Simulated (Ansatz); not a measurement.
Input file for CH$_{4}$O$_{2}$Zn, SMILES `C[O][Zn][OH]`:

```yaml
crystal:
  periodic: [false, false, false]
  atoms:
    - {symbol: C, position_ang: [0.096490, 1.311587, -0.819866]}
    - {symbol: O, position_ang: [0.863684, 0.309550, -0.211730]}
    - {symbol: Zn, position_ang: [0.231972, -1.025013, 0.751990]}
    - {symbol: O, position_ang: [-0.258818, -2.331967, 1.833126]}
    - {symbol: H, position_ang: [0.773798, 2.003431, -1.332623]}
    - {symbol: H, position_ang: [-0.487795, 1.899206, -0.098820]}
    - {symbol: H, position_ang: [-0.599934, 0.917320, -1.572508]}
    - {symbol: H, position_ang: [-0.527197, -3.141314, 1.394731]}
basis:
  gaussian: {orbitals: def2-SVP}
correlation: {method: ccsd_t, frozen_orbitals: {C: 1, H: 0, O: 1, Zn: 9}}
```

```sh
$ ansatz run in.yaml --threads 4 --pin off --events-out ev --progress --plain --max-ram 10444MiB
```

Output of Ansatz, abridged:

```
Functional definition: HF
907 factors; integrals over basis functions are off by at most 1.1e-3 eV
mean field evaluation 1: about -53529.5039 eV, gradient 4.7e1 eV
mean field evaluation 2: about -53529.6158 eV, gradient 4.8e1 eV
mean field evaluation 4: about -53533.8863 eV, gradient 3.2e0 eV
mean field evaluation 8: about -53533.9264 eV, gradient 9.4e-2 eV
mean field -53533.92644131 eV, -1967.3355101197 hartree, gradient 2.4e-6 eV, S^2 0.000000; 0 other end points of the search recorded, 0 dependent functions left out
12 core orbitals not correlated: weight in the atoms' cores, before any rotation towards them, 1.000 or more for the frozen orbitals, at most 0.000 for the correlated occupied ones
reference -53533.92644131 eV, -1967.3355101197 hartree; 16, 16 occupied and 65, 65 virtual orbitals, 907 factors
second order -22.40009652 eV of doubles, -0.00000000 eV of singles
cycle   1  -21.72652093 eV  change    6.7e-1 eV  update   1.2e-1
cycle   2  -22.31516473 eV  change   -5.9e-1 eV  update   3.8e-2
cycle   3  -22.45839585 eV  change   -1.4e-1 eV  update   2.1e-2
cycle   4  -22.44558238 eV  change    1.3e-2 eV  update   6.3e-3
cycle   5  -22.43952562 eV  change    6.1e-3 eV  update   3.1e-3
cycle   6  -22.43998352 eV  change   -4.6e-4 eV  update   9.9e-4
cycle   7  -22.43950043 eV  change    4.8e-4 eV  update   3.5e-4
cycle   8  -22.43944691 eV  change    5.4e-5 eV  update   1.3e-4
cycle   9  -22.43949098 eV  change   -4.4e-5 eV  update   5.7e-5
cycle  10  -22.43951678 eV  change   -2.6e-5 eV  update   2.2e-5
perturbative correction -0.54166684 eV, -0.0199058892 hartree
Total energy: -53556.90762493 eV, -1968.1800530404 hartree
```

Hardware: 4 threads of an Arm Neoverse V1 on a shared host. Wall time 3 s, peak host memory 0.34 GiB.

Correlation energy per correlated electron: -0.718 eV. T1 diagnostic: 0.0154.
